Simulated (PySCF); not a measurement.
Does the structure fit the spectrum?

A compound C₆H₈O₂ gives the data below (simulated from a calculation) and was assigned the structure `C=C(C)C(=C)C(=O)O`.

¹³C{¹H} NMR (computed): δ 168.2 (C), 158.9 (CH), 149.5 (CH), 128.4 (CH), 101.4 (CH2), 22.5 (CH3).

¹H NMR (600 MHz, computed): δ 7.98 (m, 1H), 7.56 (m, 1H), 6.02 (d, 1H), 5.11 (m, 1H), 4.83 (m, 1H), 2.13 (d, 3H).

[PySCF 2.14.0 with density-fitted response routines: geometry from GFN2-xTB; PBE0/pcSseg-1 with gauge-including orbitals; relativity neglected; no solvent model; rapidly exchanging positions averaged; one conformer]

δ = σ(ref) − σ, references computed at the same level: ¹H (31.72 ppm), ¹³C (186.93 ppm) vs TMS.

Problem. Compare with the shifts computed for the proposed structure, pairing carbons in order of shift.

Solution. Atom-mapped SMILES (the numbers label the heavy atoms): `[CH2:1]=[C:2]([CH3:3])[C:4](=[CH2:5])[C:6](=[O:7])[OH:8]`. Hydrogens are named by the atom that carries them.

```json
{"atom": "C6", "computed for proposal": "170.8", "given list": "168.2", "difference": "+2.6"}
{"atom": "C2", "computed for proposal": "154.7", "given list": "158.9", "difference": "-4.2"}
{"atom": "C4", "computed for proposal": "151.6", "given list": "149.5", "difference": "+2.1"}
{"atom": "C5", "computed for proposal": "137.7", "given list": "128.4", "difference": "+9.3"}
{"atom": "C1", "computed for proposal": "122.1", "given list": "101.4", "difference": "+20.7"}
{"atom": "C3", "computed for proposal": "25.1", "given list": "22.5", "difference": "+2.6"}
```

The rms difference is 9.6 ppm and the largest +20.7 ppm at C1 (terminal =CH2 carbon). The carbon types in order of shift don't match either: C, C, C, CH2, CH2, CH3 for the proposal against C, CH, CH, CH, CH2, CH3 in the data. The proposal doesn't fit.

Problem. Which isomer fits?

Solution. SMILES C=COC(=O)/C=C/C.

Carbon types of the structure: 1 × C, 3 × CH, 1 × CH2, 1 × CH3, which accounts for all hydrogens. δC 168.2: ester carbonyl carbon; lone-pair donation from the attached heteroatom keeps it upfield of a ketone carbonyl. δC 158.9: β carbon of a C=C–C=O unit; conjugation with the carbonyl draws π density from the β position. δC 149.5: alkene carbon bearing oxygen; an sp2 carbon further deshielded by the attached heteroatom. δC 101.4: β carbon of an enol-ether or enamine type C=C; the O or N lone pair pushes π density onto this β carbon and shields it.

The data come from this structure; uniqueness wasn't tested.

Shifts are as computed. Against solution values, carbons near 30 ppm lie about +3 ppm off and those near 130 ppm about +5 ppm. Of 1211 compounds with measured shifts, 218 miss one by over three times the rms of a fit or turn the order of signals round; such compounds aren't used in these exercises. Multiplicities follow the n + 1 count of equivalent neighbours, as no J values were calculated; m marks all less simple cases, F and P coupling included.
